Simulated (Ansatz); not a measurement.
Cartesian coordinates (Å):
SMILES: C[Si](C)(C)O
```xyz
15

C     -0.7891    -1.5428    -0.3906
Si    -0.0104     0.0167     0.2982
C      1.7176     0.2101    -0.4015
C     -1.0578     1.5122    -0.0848
O      0.0442    -0.0510     1.9619
H     -0.1976    -2.4279    -0.1420
H     -0.8645    -1.4952    -1.4801
H     -1.7948    -1.6890     0.0094
H      2.3475    -0.6481    -0.1530
H      1.6923     0.2928    -1.4912
H      2.2023     1.1062    -0.0080
H     -0.6120     2.4177     0.3319
H     -1.1608     1.6527    -1.1634
H     -2.0589     1.4059     0.3382
H      0.5419    -0.7601     2.3751
```
Charge 0, spin multiplicity 1.

The numbers are results of frozen-core CCSD(T)/aug-cc-pVDZ // B3LYP-D3(BJ)/def2-TZVPD in Ansatz (a program for electronic structure), not measurements.

| Property | Value |
|---|---|
| HF energy | -483.32436 Ha |
| MP2 correlation energy | -0.76705 Ha |

Task: Estimate the CCSD correlation energy, the (T) correction, the total energy and the T1 diagnostic.

Result: 
The CCSD correlation energy is -0.82936 Ha. The (T) correction comes out as -0.02569 Ha. The CCSD(T) total energy is -484.17941 Ha and the T1 diagnostic is 0.011.
